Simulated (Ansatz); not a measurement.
Input for Ansatz (a program for electronic structure): U-PBE/aug-cc-pVTZ on BeFHO (SMILES [OH][Be][F]), a point of a bond scan (R = 4.444 Å).

Ansatz 0.2 input:
```yaml
crystal:
  periodic: [false, false, false]
  atoms:
    - {symbol: Be, position_ang: [0.02934244, 0.01481768, -0.02556009]}
    - {symbol: F, position_ang: [3.08041012, 1.65702725, -2.80794345]}
    - {symbol: O, position_ang: [-0.99864586, -0.46736623, 0.82454057]}
    - {symbol: H, position_ang: [-0.97341266, -1.07241437, 1.56140982]}
basis:
  gaussian:
    orbitals: aug-cc-pVTZ
hamiltonian:
  xc: {name: PBE}
magnetization: {spin_polarized: true, initial_magnetization: 0}
```

The head of its log:

```
WARN ansatz: RAYON_NUM_THREADS=1 ignored (pool sized by the plan → 1); use --threads N
Functional definition: PBE
integrals: 0.04 GiB planned
675 factors; their error is unknown
mean field: 0.52 GiB planned
mean field evaluation 1: about -5160.3343 eV, gradient 6.3e1 eV
mean field evaluation 2: about -4770.8971 eV, gradient 1.6e2 eV
```

**Question.** Predict the final total energy.

**Answer.** -190.1943 hartree. Its determinant has ⟨S²⟩ = 0.61, a mixture of spin states.
